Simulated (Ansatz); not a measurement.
`C/C([SiH3])=C\F` + `SS` → `F/C=C(\[SiH3])SS` + CH₄  (substitution at a C–C bond)

Gas-phase electronic energies from Ansatz, PBE0-D4/def2-TZVP geometries. CBS: MP2 limit from def2 TZ/QZ plus the TZ coupled-cluster correction, frozen cores. This one scheme is used for every species. Double bonds are as drawn, so ΔE can hold a change between cis and trans. DFT in def2-TZVPP. B3LYP here is the variant with VWN-RPA as its local correlation; programs differ in this. Each species was taken in one conformer, which may not be the lowest.

CCSD(T)/CBS gives -0.10 eV.

Problem. Another level gave -0.14 eV. Which?
A. PBE-D4/def2-TZVPP
B. HF/def2-TZVPP
C. r2SCAN/def2-TZVPP
D. B3LYP/def2-TZVPP

Solution. C. r2SCAN -0.14, B3LYP -0.06, PBE-D4 -0.19, HF/def2-TZVPP 0.07 eV.

Largest T1 diagnostic among the species: 0.013.

In def2-TZVPP, CCSD(T) changes the Hartree–Fock value by −0.15 eV (the triples alone add −0.06 eV) and MP2 by −0.23 eV. From PBE to PBE0 (25 % exact exchange), in def2-TZVPP and without D4, ΔE moves by +0.06 eV. The D4 term adds −0.10 eV with B3LYP and −0.06 eV with PBE0; it sums over pairs of atoms, weighted by their polarisabilities, and B3LYP, whose exchange is more repulsive, gets the larger term.
